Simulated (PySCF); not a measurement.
# [EuBr2]+ at several levels of theory

Computed with PySCF 2.14.0 (density fitting, no spin-orbit coupling) at the geometry relaxed with PBE0:

```xyz
3
[EuBr2]+ (singlet in the valence; each metal's 4f electrons, 6 of them, lie in its core potential, out of spins and levels)
Eu    0.0000    0.0000   -0.8060
Br    2.0807    0.0000    0.6749
Br   -2.0807    0.0000    0.6749
```

```
level                                     basis    state  HOMO (eV)  gap (eV)  charge on Eu1 (e)  population of f-type functions on Eu1 (polarisation alone where 4f lies in the core)  dipole about the centre of mass (D)  largest force component (eV/Å)
 PBE0    Eu lcecp-1-SVP with ECP52, Br def2-SVP  singlet     -12.88      5.09               1.27                                                                                  0.04                                 7.51                            0.01
 PBE0  Eu lcecp-1-TZVP with ECP52, Br def2-TZVP  singlet     -12.82      5.13               1.53                                                                                  0.05                                 7.39                            0.07
```

In the lcecp rows the 4f levels are missing from HOMO and gap, and the state counts the valence alone.

Charges are Mulliken's, which hang on the basis. The relaxation used the grid (50, 194), these runs (75, 302) or, all-electron (x2c bases, spin-free X2C Hamiltonian), (99, 590).

Problem. A further run in the first row's basis gives HOMO (eV) -11.47, gap (eV) 2.97, charge on Eu1 (e) 1.10, population of f-type functions on Eu1 (polarisation alone where 4f lies in the core) 0.04, dipole about the centre of mass (D) 6.82, largest force component (eV/Å) 0.60. Which level was it?
A. BLYP
B. TPSS

Solution. A. The others give HOMO -11.79 eV (TPSS).

In the first row's basis the gap widens with exact exchange: 3.0 to 3.5 eV for BLYP, TPSS (none); 5.1 eV for PBE0 (a fixed share).

An lcecp potential fixes the number of 4f electrons, so in runs with it no electron can move into or out of that shell.
